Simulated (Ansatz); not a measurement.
Input file for `OC[TeH]`:

```yaml
crystal:
  periodic: [false, false, false]
  atoms:
    - {symbol: O, position_ang: [-1.331683, 0.306158, -0.552657]}
    - {symbol: C, position_ang: [-0.186053, 0.504376, 0.205697]}
    - {symbol: Te, position_ang: [1.657305, -0.235752, -0.688524]}
    - {symbol: H, position_ang: [-1.437380, -0.633903, -0.722913]}
    - {symbol: H, position_ang: [-0.228913, 0.046623, 1.197318]}
    - {symbol: H, position_ang: [-0.044710, 1.578146, 0.312043]}
    - {symbol: H, position_ang: [1.632733, -1.633647, 0.203336]}
basis:
  gaussian: {orbitals: def2-SVP}
correlation: {method: ccsd_t}
```

```sh
$ ansatz run in.yaml --threads 2 --pin off --events-out ev --progress --plain --max-ram 4352MiB
```

The program prints (abridged):

```
Functional definition: HF
817 factors; integrals over basis functions are off by at most 1.4e-3 eV
mean field evaluation 1: about -10391.0406 eV, gradient 2.7e1 eV
mean field evaluation 2: about -10391.0467 eV, gradient 2.7e1 eV
mean field evaluation 4: about -10392.7994 eV, gradient 2.7e0 eV
mean field evaluation 8: about -10392.8258 eV, gradient 1.2e-4 eV
mean field -10392.82579365 eV, -381.9293034063 hartree, gradient 1.2e-6 eV, S^2 0.000000; 0 other end points of the search recorded, 0 dependent functions left out
6 core orbitals not correlated: weight in the atoms' cores, before any rotation towards them, 1.000 or more for the frozen orbitals, at most 0.000 for the correlated occupied ones
reference -10392.82579365 eV, -381.9293034063 hartree; 15, 15 occupied and 53, 53 virtual orbitals, 817 factors
second order -12.35439243 eV of doubles, -0.00000000 eV of singles
cycle   1  -12.82268215 eV  change   -4.7e-1 eV  update   8.1e-2
cycle   2  -13.16122716 eV  change   -3.4e-1 eV  update   2.5e-2
cycle   3  -13.23174675 eV  change   -7.1e-2 eV  update   1.2e-2
cycle   4  -13.23067330 eV  change    1.1e-3 eV  update   3.2e-3
cycle   5  -13.23029792 eV  change    3.8e-4 eV  update   1.6e-3
cycle   6  -13.23031811 eV  change   -2.0e-5 eV  update   5.8e-4
cycle   7  -13.23006564 eV  change    2.5e-4 eV  update   2.5e-4
cycle   8  -13.23004533 eV  change    2.0e-5 eV  update   9.1e-5
cycle   9  -13.23006865 eV  change   -2.3e-5 eV  update   3.8e-5
cycle  10  -13.23006047 eV  change    8.2e-6 eV  update   1.6e-5
perturbative correction -0.35504379 eV, -0.0130476187 hartree
Total energy: -10406.41089791 eV, -382.4285467795 hartree
```

Run time 2.9 s (2 threads of an Arm Neoverse V1 on a shared host); peak host memory 0.33 GiB.

Correlation energy per correlated electron: -0.453 eV. T1 diagnostic: 0.0095.
